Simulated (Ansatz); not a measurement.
Wavefunction ladder for `[BH3-][n+]1ccccc1`

```
atom    x (Å)    y (Å)    z (Å)
  B1   0.6666   2.1537   0.1371
  N2   0.2172   0.6229   0.0593
  C3  -0.6870   0.1385   0.9145
  C4  -1.1378  -1.1638   0.8449
  C5  -0.6342  -1.9978  -0.1396
  C6   0.3062  -1.4912  -1.0215
  C7   0.7088  -0.1782  -0.8898
  H8   0.5585   2.4855   1.2980
  H9   1.8043   2.1996  -0.2791
 H10  -0.1073   2.7550  -0.5839
 H11  -1.0343   0.8400   1.6613
 H12  -1.8708  -1.5126   1.5605
 H13  -0.9659  -3.0264  -0.2158
 H14   0.7331  -2.1031  -1.8053
 H15   1.4428   0.2781  -1.5406
```

Total charge 0; spin multiplicity 1. The structure was optimised at the PBE0-D4/def2-TZVP level. Frozen core, restricted reference, Ansatz 0.2.0. CBS rows extrapolate triple and quadruple zeta; past MP2 they add the triple-zeta difference.

| basis | HF (Eh) | MP2 corr. | CCSD corr. | (T) | CCSD(T) total |
| --- | --- | --- | --- | --- | --- |
| def2-SVP | -272.91862 | ? | -0.97283 | ? | ? |
| def2-TZVPP | -273.21900 | ? | -1.15330 | -0.05881 | ? |
| def2-QZVPP | ? | -1.18838 | – | – | – |
| CBS(def2) | -273.23256 | -1.24058 | -1.27595 | as TZ | -274.56732 |

Q: Fill in the withheld values. (Best estimate.)

A: Computed: def2-SVP MP2 corr.: -0.92025; def2-SVP (T): -0.04074; def2-SVP CCSD(T) total: -273.93219; def2-TZVPP MP2 corr.: -1.11792; def2-TZVPP CCSD(T) total: -274.43111; def2-QZVPP HF (Eh): -273.23092.
